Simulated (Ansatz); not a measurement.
Correlation energies of C2H6AlFO, SMILES `CO[CH2][AlH][F]` by basis set

```xyz
11

C    -0.421   -0.136    1.539
O     0.463    0.724    0.886
C     0.110    0.904   -0.477
Al    0.557   -0.696   -1.548
F     0.109   -0.714   -3.140
H    -1.442    0.271    1.559
H    -0.069   -0.268    2.562
H    -0.461   -1.127    1.054
H    -0.940    1.223   -0.573
H     0.706    1.749   -0.844
H     1.388   -1.929   -1.018
```

Charge 0, multiplicity 1. All single points use the PBE0-D4/def2-TZVP geometry. It is one conformer, not always the lowest. Frozen core, restricted reference, Ansatz 0.2.0. CBS rows extrapolate triple and quadruple zeta; past MP2 they add the triple-zeta difference.

| basis | HF (Eh) | MP2 corr. | CCSD corr. | (T) | CCSD(T) total |
| --- | --- | --- | --- | --- | --- |
| def2-TZVPP | -495.60830 | -0.91546 | ? | -0.03286 | ? |
| def2-QZVPP | ? | -0.98755 | – | – | – |
| CBS(def2) | -495.63070 | ? | ? | as TZ | ? |

Q: Fill in the withheld values. (Estimate.)

A: Ansatz gave: def2-TZVPP CCSD corr.: -0.94954; def2-TZVPP CCSD(T) total: -496.59070; def2-QZVPP HF (Eh): -495.62799; CBS(def2) MP2 corr.: -1.04094; CBS(def2) CCSD corr.: -1.07502; CBS(def2) CCSD(T) total: -496.73858.
